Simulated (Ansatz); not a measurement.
`[CH2]1[S][InH]1`, charge 0, multiplicity 1.

Problem. Give a relaxed structure at PBE0-D4/def2-TZVP (Ansatz 0.2.0). (An estimate is asked.)

Solution. The calculation gave: 
```xyz
6

C     0.605    0.241    0.635
S    -1.006   -0.467    1.231
In   -0.508   -0.187   -1.092
H     1.474   -0.375    0.846
H     0.762    1.284    0.894
H    -1.327   -0.497   -2.513
```
Point group Cs.
